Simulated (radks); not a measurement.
All-electron atom: Nd I in [Xe] 4f2 6s2 6p2 (not the ground configuration). All-electron calculation, scalar-relativistic Kohn-Sham, r2SCAN, spin-polarised, spherical densities, finite nucleus; open shells are filled with parallel spins first (spin-orbit coupling, left out, can overturn this in heavy ions); meta-GGA in the generalised Kohn-Sham scheme; Fermi nuclear charge, rms radius 4.9123 fm. Program: a radial shooting solver on a logarithmic mesh with Libxc functionals.

Normalised radial functions P(r) = r R(r), r in bohr:

r	4f up	4f down
0.001328	0.0000	0.0000
0.002112	0.0000	0.0000
0.003359	0.0000	0.0000
0.005342	0.0000	0.0000
0.008496	0.0000	0.0000
0.01362	0.0001	0.0001
0.02166	0.0004	0.0003
0.03445	0.0018	0.0018
0.05479	0.0089	0.0088
0.08714	0.0374	0.0372
0.1386	0.1318	0.1311
0.2204	0.3645	0.3624
0.3506	0.7395	0.7344
0.5575	1.0382	1.0301
0.8867	0.9463	0.9408
1.422	0.5534	0.5591
2.261	0.1950	0.2071
3.596	0.0360	0.0402
5.719	0.0028	0.0033
9.096	0.0001	0.0001
14.47	0.0000	0.0000

4f up: eigenvalue -20.619 eV, 0 radial nodes, <r> = 0.907 bohr, 90 % of the charge inside 1.51 bohr. 4f down (empty): eigenvalue -18.366 eV, 0 radial nodes, <r> = 0.920 bohr, 90 % of the charge inside 1.54 bohr.
